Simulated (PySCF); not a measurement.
**[Ce(H2O)6]4+ at several levels of theory**

Computed with PySCF 2.14.0 (density fitting, no spin-orbit coupling) at the geometry relaxed with PBE:

```xyz
19
[Ce(H2O)6]4+ (singlet)
Ce    0.0000    0.0000    0.0000
O     0.0000    0.0000    2.3485
H     0.0075    0.7811    2.9748
H    -0.0075   -0.7811    2.9748
O     0.0000    0.0000   -2.3485
H     0.0075   -0.7811   -2.9748
H    -0.0075    0.7811   -2.9748
O     2.3483    0.0000    0.0000
H     2.9747   -0.0114    0.7815
H     2.9747    0.0114   -0.7815
O     0.0000    2.3484    0.0000
H     0.7807    2.9747   -0.0205
H    -0.7807    2.9747    0.0205
O    -2.3483    0.0000    0.0000
H    -2.9747    0.0114    0.7815
H    -2.9747   -0.0114   -0.7815
O     0.0000   -2.3484    0.0000
H    -0.7807   -2.9747   -0.0205
H     0.7807   -2.9747    0.0205
```

| level | basis | state | HOMO (eV) | gap (eV) | charge on Ce1 (e) | population of f-type functions on Ce1 (polarisation alone where 4f lies in the core) | dipole about the centre of mass (D) | largest force component (eV/Å) |
| --- | --- | --- | --- | --- | --- | --- | --- | --- |
| PBE | Ce lcecp-2-SVP with ECP46, O def2-SVP, H def2-SVP | singlet | – | – | 1.69 | 0.13 | 0.00 | 0.01 |
| revPBE | the same | singlet | – | – | 1.74 | 0.13 | 0.00 | 0.19 |
| wB97X | the same | singlet | – | – | 1.97 | 0.13 | 0.00 | 0.39 |
| HF | the same | singlet | – | – | 2.59 | 0.11 | 0.00 | 1.71 |
| PBE | Ce lcecp-2-TZVP with ECP46, O def2-TZVP, H def2-TZVP | singlet | – | – | 2.19 | 0.19 | 0.00 | 0.46 |

In the lcecp rows the 4f levels are missing from HOMO and gap, and the state counts the valence alone.

Charges are Mulliken's, which hang on the basis. The relaxation used the grid (50, 194), these runs (75, 302) or, all-electron (x2c bases, spin-free X2C Hamiltonian), (99, 590).

Task: What does PBE0 with Ce lcecp-2-SVP with ECP46, O def2-SVP, H def2-SVP give here?

Result: state singlet, charge on Ce1 (e) 1.98, population of f-type functions on Ce1 (polarisation alone where 4f lies in the core) 0.13, dipole about the centre of mass (D) 0.00, largest force component (eV/Å) 0.38. Time: 25 s on 4 threads of Intel(R) Xeon(R) Processor, on a shared host, from an already converged density.
